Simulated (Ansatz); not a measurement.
## CH7BNP (SMILES CB(N)P): the vertical ionisation energy from total energies

The species is CH7BNP (11 atoms), meant as a singlet with charge 0. SMILES: `CB(N)P`. Geometry: relaxed at PBE0-D4/def2-TZVP. This is one conformer, not always the lowest.

Both states at this one shape; open shells run unrestricted unless said. 1 Eh = 27.2114 eV.

```tsv
level	program	singlet CH7BNP (Eh)	doublet CH7BNP+ (Eh)	HOMO of the first (eV)
HF/3-21G	Ansatz	-459.458595	-459.155274	-9.35
HF/def2-SVP	Ansatz	-461.677239	-461.376565	-9.40
wB97X/def2-SVP	Ansatz	-463.097868	-462.763112	-9.07
```

**Question.** Work out the vertical ionisation energy at each level.

**Answer.** 
1. HF/3-21G: -459.155274 − (-459.458595) = 0.303321 Eh = 8.25 eV; −ε(HOMO) = 9.35 eV.
2. HF/def2-SVP: -461.376565 − (-461.677239) = 0.300674 Eh = 8.18 eV; −ε(HOMO) = 9.40 eV.
3. wB97X/def2-SVP: -462.763112 − (-463.097868) = 0.334756 Eh = 9.11 eV; −ε(HOMO) = 9.07 eV.

No measured value is set beside it here; the levels span 8.18 to 9.11 eV. In Hartree–Fock, −ε(HOMO) (Koopmans) exceeds the difference of totals by the orbital relaxation of the ion. Hartree–Fock favours the state with fewer electron pairs, since it lacks pair correlation.
